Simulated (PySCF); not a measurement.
# What a mistake does to a calculation on H3O2Si2

Calculated results; nothing here was measured. The program is PySCF 2.14.0, an open-source quantum chemistry code, run on an isolated molecule that a program drew, which may never have been made. The molecule is H3O2Si2 (charge 0, doublet), drawn as the SMILES string `O=[Si](O)[SiH2]`.

Each row is a Hartree-Fock (HF) and frozen-core CCSD(T) single point in the cc-pV(D+d)Z basis, meant for a local HF minimum. Run 1 is clean. Each other run has one planted mistake out of seven kinds, and not every kind appears here: one electron removed, one electron added, multiplicity raised by two, geometry at a saddle point, minimal basis STO-3G, one bond length entered in bohr, all coordinates scaled. The reference is restricted for singlets and unrestricted otherwise, and also for a bond in bohr. Adding or removing an electron swaps singlet and doublet. Electrons count all cores. HOMO and LUMO are orbital energies over both spins, the gradient is its largest component, and the lowest frequency (negative if imaginary) is given only where the gradient is small. Bond lengths are over the 6 bonds as drawn. T1 is the CCSD diagnostic: over 0.02 (restricted) or 0.045 (unrestricted) a single reference is doubtful.

Geometry of the clean run:
```xyz
7
H3O2Si2, angstrom
O    -1.4483   -1.5256   -0.7420
Si   -0.1497   -0.8680   -1.0862
O     1.1366   -1.6007   -1.7433
Si    0.4521    1.3254   -0.6609
H     1.0778   -2.5281   -1.9372
H     1.4912    1.8490   -1.5692
H    -0.7024    2.2337   -0.5309
```

```
run,electrons,basis functions,<S^2>,HOMO (eV),LUMO (eV),gradient (hartree/bohr),lowest frequency (cm^-1),mean bond (Å),longest bond (Å),T1,HF (hartree),CCSD(T) (hartree),mistake
1,47,89,0.762,-9.52,0.14,2.5e-05,147,1.5549,2.314,0.0202,-729.36719,-729.95669,no fault
2,47,89,0.762,-9.59,0.06,4.2e-02,-,1.5984,2.379,0.0217,-729.36104,-729.95740,all coordinates scaled
3,46,89,0.000,-16.87,-7.86,6.5e-02,-,1.5549,2.314,0.0298,-729.04802,-729.63736,one electron removed
4,47,89,0.767,-8.96,0.15,3.7e-05,-427,1.5447,2.277,0.0200,-729.35690,-729.94891,geometry at a saddle point
5,47,31,1.134,-5.57,6.29,1.1e-01,-,1.5549,2.314,0.0536,-720.53979,-720.74240,?
```

**Which mistake was planted in run 5, and what did it cost?**

It has 31 basis functions where the clean run has 89, with the same electrons and geometry. So the mistake is: minimal basis STO-3G. Subtracting run 1 and multiplying by 627.51 kcal/mol a hartree, the energy moved by 5539.3 kcal/mol in HF and 5782.1 kcal/mol in CCSD(T).

Cautions from the logs. Run 3: T1 is over the limit, so its CCSD(T) energy is less reliable; run 5: T1 is over the limit, so its CCSD(T) energy is less reliable.
